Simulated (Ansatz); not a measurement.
`C[CH2][InH][O][SiH3]` → `[SiH3][O][InH2]` + `C=C`  (β-hydride elimination)

Program: Ansatz. Geometries: PBE0-D4/def2-TZVP. ΔE: electronic, gas phase. CCSD(T)/CBS adds triple-zeta CCSD(T) − MP2 to the extrapolated MP2 energy (def2 sets, frozen cores). This one scheme is used for every species. Functionals use def2-TZVPP. HSE06 is defined as in plane-wave codes. def2 core potentials past Kr. For In outer-core shells are correlated without core-valence functions, which leaves a few kJ/mol of doubt a bond. One conformer a species, not always the lowest.

```csv
level,ΔE (kJ/mol),difference from CCSD(T)/CBS
LDA (SPW92),159.7,31.4
revPBE-D4,127.3,-1.0
BLYP-D4,109.5,-18.8
r2SCAN-D4,130.6,2.3
B97M-V,115.8,-12.5
r2SCAN0-D4,136.4,8.1
HSE06-D4,138.9,10.6
ωB97M-V,124.2,-4.1
B2PLYP,114.1,-14.2
r2SCAN,127.4,-0.9
HSE06,129.7,1.4
RPA@PBE/def2-TZVPP,118.0,-10.3
HF/def2-SVP,93.3,-35.0
SCS-MP2/def2-TZVPP,125.1,-3.2
CCSD(T)/def2-TZVPP,124.0,-4.3
MP2/CBS(def2),144.4,16.1
CCSD(T)/CBS,128.3,0
```

(1) What do rigid-rotor, harmonic-oscillator terms from PBE0-D4/def2-TZVP frequencies (298.15 K, 1 bar) make of the CCSD(T)/CBS value? (Estimate.)

Largest T1 diagnostic among the species: 0.015.

Answers

(1) Ansatz gave: ΔZPE = -20.3 kJ/mol, ΔH = +110.4 kJ/mol, ΔS = 144 J/(mol·K), ΔG = +67.5 kJ/mol. Modes under 50 cm⁻¹ make the entropy rough.

At CCSD(T), def2-SVP lies −9.9 kJ/mol from the extrapolated value and def2-TZVPP −4.3 kJ/mol. From BLYP to BHLYP (50 % exact exchange), in def2-TZVPP and without D4, ΔE moves by +21.4 kJ/mol.

CCSD(T)/CBS has its own doubt, a few kJ/mol and more with outer-core shells, so smaller differences from it don't rank the levels.
